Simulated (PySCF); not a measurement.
Property card for `CN(C)C(=O)[Si@H]1CC[SiH2]O1`

C5H13NO2Si2.
Numbering: `[CH3:1][N:2]([CH3:3])[C:4](=[O:5])[Si@H:6]1[CH2:7][CH2:8][SiH2:9][O:10]1` (hydrogens: H11, H12, H13 on C1; H14, H15, H16 on C3; H17 on Si6; H18, H19 on C7; H20, H21 on C8; H22, H23 on Si9)

Structural features include: Si–H bond, siloxane link and C–Si bond.

PBE0-D3(BJ)/def2-SVP geometry optimisation, gas phase (PySCF):

* Point group: C1
* Rotational constants A, B, C: 1.887, 0.602, 0.503 GHz

From CAM-B3LYP/def2-SVPD ground state, ΔSCF and vertical TDDFT (core frozen in the response) (PySCF):

- Dipole moment: 2.55 D
- HOMO energy: -8.43 eV
- LUMO energy: 0.78 eV
- HOMO–LUMO gap: 9.21 eV
- Lowest singlet excitation: 4.97 eV (249 nm, f = 0.004)
- Strongest line among the 10 lowest singlet transitions: S2 at 6.32 eV (196 nm, f = 0.181)
- Lowest triplet excitation (Tamm–Dancoff): 4.36 eV
- Static isotropic polarisability: 121.9 au
- Vertical ionisation energy: 8.95 eV
- Electronic spatial extent ⟨r²⟩ about the centre of nuclear charge: 2331 bohr²

**PBE0/pcSseg-1 ground state and GIAO shieldings, non-relativistic (PySCF)**

* Lowest Hirshfeld atomic charge: -0.31 e on O10
* Highest Hirshfeld atomic charge: +0.40 e on Si6/Si9
* 13C chemical shifts (computed TMS as zero) by class: 185.4 (C4), 35.3 (C3), 29.7 (C1), 8.9 (C7), 7.8 (C8) ppm
* 1H chemical shifts (computed TMS as zero) by class: 5.11 (H23), 5.00 (H22), 4.84 (H17), 3.36 (H14/H15/H16), 2.86 (H11/H12/H13), 1.46 (H18), 1.00 (H21), 0.97 (H20), 0.71 (H19) ppm
* Isotropic shieldings of nuclei other than C and H, by class: 123 (N2), -128 (O5), 269 (O10), 350 (Si9), 372 (Si6) ppm
* Mayer bond orders between heavy atoms: C1–N2 0.93, N2–C3 0.94, N2–C4 1.12, C4–O5 1.74, C4–Si6 0.83, Si6–C7 0.93, C7–C8 1.01, C8–Si9 0.92, Si9–O10 0.90, O10–Si6 0.86

Monoisotopic mass from the formula: 175.0485 u.

 With B = h/(8π²I), that is 505.379 GHz u Å² over I, the principal moments of inertia are 267.8, 839.1 and 1004.9 u Å² (most abundant isotopes); the inertial defect Ic − Ia − Ib is -102.0 u Å² (zero for a rigid planar frame, negative otherwise). No computed singlet falls in the visible range (750 to 380 nm, 1.65 to 3.26 eV); S1 lies 1.71 eV above its blue end. The rotational constants make it an asymmetric top with κ = (2B − A − C)/(A − C) = -0.86, nearer the prolate limit (−1). In atomic units the dipole is 1.00 e·bohr (1 au = 2.5417 D). S1 lies 4.24 eV below the HOMO–LUMO gap; its leading configuration is HOMO→LUMO, weight 0.65. The ΔSCF ionisation energy exceeds −ε(HOMO) by 0.52 eV with CAM-B3LYP.

 NMR classes are plain means over equivalent atoms (diastereotopic ones count apart unless rotation or inversion swaps them), as if these changed places fast; in this geometry the members of some classes differ.

One conformer stands for the species.
